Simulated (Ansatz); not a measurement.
# Reading a saddle point

A first-order saddle point of SiNH₃F₂, closed shell, PBE0-D4/def2-TZVP, with one imaginary mode of 1533i cm⁻¹:

Si1  (-0.305, -0.901, -0.333)
F2  (1.077, -1.250, -1.069)
F3  (-1.313, -0.473, -1.503)
H4  (-0.214, -0.476, 1.229)
N5  (0.166, 0.668, 0.513)
H6  (-0.525, 1.398, 0.645)
H7  (1.114, 1.035, 0.518)
(Å)

Computed with Ansatz 0.2.0 (basis: def2-TZVPP and def2-QZVPP); correlated methods freeze the cores. Extrapolation: Hartree–Fock as exp(−7.88 √X), correlation as X^−2.97.

(1) Which contacts change along the imaginary mode, and what lies on either side? (Judge from chemistry; the calculation decides.)

(2) Which side is lower, and how far does the saddle lie above each? (An estimate is asked for; the value comes from the calculation.)

The T1 diagnostic stays at or below 0.014. The restricted Hartree–Fock reference is unstable towards an unrestricted one at one or more of these structures.

## Answers

(1) By the calculation: The step is SiF₂ + NH₃ → SiNH₃F₂ ([NH2][SiH]([F])[F]), with the molecules in contact on both sides. Shortening one way: Si1–H4, Si1–N5; lengthening the same way: H4–N5.
| pair | one side (Å) | saddle (Å) | other side (Å) |
| --- | --- | --- | --- |
| Si1–H4 | 2.64 | 1.62 | 1.47 |
| Si1–N5 | 2.09 | 1.84 | 1.68 |
| H4–N5 | 1.01 | 1.40 | 2.60 |

(2) Computed: The side with Si1–H4, Si1–N5 short is lower by 147.1 kJ/mol; the saddle lies 328.8 kJ/mol above it and 181.7 kJ/mol above the other (CCSD(T) at an estimated basis limit (MP2 extrapolated from triple and quadruple zeta, plus CCSD(T) − MP2 in triple zeta); electronic energies).

Losses and insertions of silylenes and their heavier kin drive the gas-phase chemistry of silicon and germanium vapour deposition.

Labels in which every atom is bracketed show which atoms are joined, not bond orders.

For scale, one of the runs: CCSD(T)/def2-TZVPP, 177 basis functions, launched by `ansatz run in.yaml --threads 2 --pin off --events-out ev --progress --plain --max-ram 4352MiB`. The run took 57 s on 2 CPU threads of an Arm Neoverse V1 (shared host), with 1.7 GiB of host memory at its peak.
